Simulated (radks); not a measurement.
Results of a calculation; reference values are marked as such.
Task: All-electron atom: Zn in [Ar] 3d10 4p2 (not the ground configuration). Code: a radial shooting solver on a logarithmic mesh with Libxc functionals. Model: scalar-relativistic Kohn-Sham, SCAN, spin-unpolarised, spherical densities, finite nucleus; meta-GGA in the generalised Kohn-Sham scheme; Fermi nuclear charge, rms radius 3.9283 fm. Some entries of the table are withheld. Estimate them.

| orbital | occ. | eigenvalue (eV) | r(max) (bohr) |
|---|---|---|---|
| 1s | 2 | -9558.814 | (1) |
| 2s | 2 | -1174.016 | 0.1890 |
| 2p | 6 | (2) | 0.1522 |
| 3s | 2 | (3) | 0.5884 |
| 3p | 6 | (4) | (5) |
| 3d | 10 | -14.5892 | 0.5694 |
| 4p | 2 | -2.8645 | 2.823 |

Result: 
(1) 1s r(max) (bohr): 0.03292
(2) 2p eigenvalue (eV): -1016.146
(3) 3s eigenvalue (eV): -138.0430
(4) 3p eigenvalue (eV): -90.4443
(5) 3p r(max) (bohr): 0.5933
